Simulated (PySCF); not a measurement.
Predicted spectroscopic data

Theory: structure optimised with GFN2-xTB, NMR shieldings at PBE0/pcSseg-1/GIAO, J: B3LYP/pcJ-1 (spin–dipole term left out of most H,H and C,H couplings), in PySCF 2.14.0 with density-fitted response routines (a single conformation, averaged over atoms made equivalent by symmetry, fast rotation or ring inversion, gas phase, non-relativistic).

Shifts are taken against calculated references (same method and geometry level): $^{1}$H and $^{13}$C against TMS. Multiplet labels drop J under 1 Hz and among equivalent protons, and merge close values. Unscaled 3J(H,H) run several per cent high. Splittings of carbon signals by F and P are missing where no couplings were computed. Where no couplings were computed, multiplicities follow the n + 1 count of equivalent neighbours, and m marks all less simple cases (inequivalent or close neighbours, rings, F or P nearby). Acid and N–H amide carbonyl carbons lie up to 10 ppm further downfield in solution (hydrogen bonding). Shifts are as computed. Against solution values, carbons near 30 ppm lie about +3 ppm off and those near 130 ppm about +5 ppm. Of 1211 compounds with measured shifts, 218 miss one by over three times the rms of a fit or turn the order of signals round; such compounds aren't used in these exercises. Groups on amide-type nitrogens are kept apart (slow C–N rotation). OH and NH positions are gas-phase values without hydrogen bonding to other molecules.

**1.** `C=Cc1ccpcc1C`, C₈H₉P. $^{1}$H NMR (600 MHz, computed): δ 9.09 (m, 1H), 9.01 (m, 1H), 8.25 (m, 1H), 7.35 (m, 1H), 5.96 (m, 1H), 5.73 (m, 1H), 2.61 (s, 3H). $^{13}$C{$^{1}$H} NMR (computed): δ 165.5 (CH), 163.2 (CH), 146.9 (CH), 145.2 (C), 144.0 (C), 137.5 (CH), 124.5 (CH2), 27.4 (CH3).

**2.** `C1=C2C[C@](OC)(F)C2=CC=C1`, C₉H₉FO. $^{1}$H NMR (600 MHz, computed): δ 7.73 (m, 1H), 7.63 (m, 1H), 7.59 (m, 1H), 7.59 (m, 1H), 3.86 (s, 3H), 3.80 (m, 1H), 3.65 (m, 1H). $^{13}$C{$^{1}$H} NMR (computed): δ 150.6, 147.9, 136.1, 132.1, 128.8, 127.4, 118.9, 54.7, 49.5.

**3.** 2-cyanoacetamide (NC(CC#N)=O, C₃H₄N₂O). $^{1}$H NMR (600 MHz, computed): δ 5.99 (br, 1H), 4.79 (br, 1H), 3.07 (s, 2H). $^{13}$C{$^{1}$H} NMR (computed): δ 163.0 (C), 121.7 (C), 24.9 (CH2).
